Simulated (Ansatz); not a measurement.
`[CH3][Sn][CH3]` + H₂O → `[CH3][Sn][OH]` + CH₄ at 500 K and 1 bar (formal hydrolysis of the Sn–C bond).

Gas-phase electronic energies from Ansatz, PBE0-D4/def2-TZVP geometries. CBS: MP2 limit from def2 TZ/QZ plus the TZ coupled-cluster correction, frozen cores. This one scheme is used for every species. def2 core potentials past Kr. For Sn outer-core shells are correlated without core-valence functions, which leaves a few kJ/mol of doubt a bond. One conformer a species, not always the lowest.

```
         species  CCSD(T)/CBS energy (Eh)  H − E (kJ/mol)  S (J/(mol·K))
`[CH3][Sn][CH3]`               -293.72612           221.7          390.1
             H₂O                -76.37941            73.2          206.3
 `[CH3][Sn][OH]`               -329.68108           159.8          360.7
             CH₄                -40.46206           135.6          206.8
```

H − E and S are ideal-gas, rigid-rotor, harmonic terms from PBE0-D4/def2-TZVP, for one conformer and one mirror image of each species. 1 Eh = 2625.50 kJ/mol, R = 8.31446 J/(mol·K).

**Question.** By hand: ΔE, ΔH, ΔS and ΔG.

**Answer.** ΔE = (-329.68108) + (-40.46206) − (-293.72612) − (-76.37941) = -0.03761 Eh = -98.7 kJ/mol. Δ(H − E) = 159.8 + 135.6 − 221.7 − 73.2 = 0.5, so ΔH = -98.2 kJ/mol. ΔS = 360.7 + 206.8 − 390.1 − 206.3 = -28.9 J/(mol·K). ΔG = -98.2 − 500 × (-28.9)/1000 = -83.8 kJ/mol.

**Question.** By hand: the equilibrium constant, and the temperature at which ΔG would vanish if ΔH and ΔS stayed fixed.

**Answer.** log₁₀ K = −ΔG/(RT ln 10) = 8.8. ΔG = 0 at ΔH/ΔS = 3398 K, far beyond where these terms or the molecules hold.

ΔH outweighs TΔS. A doubt of 5 kJ/mol in ΔE shifts log₁₀ K by 0.5 here. Other conformers and mirror images would add mixing entropy, several J/(mol·K) or more a flexible species. Modes under 60 cm⁻¹, often nearly free rotors, make the harmonic entropy too high. These are equilibria of isolated gas molecules and say nothing of rates. Largest T1 diagnostic: 0.016 (customary marks: 0.02 for closed shells, 0.045 for open ones).
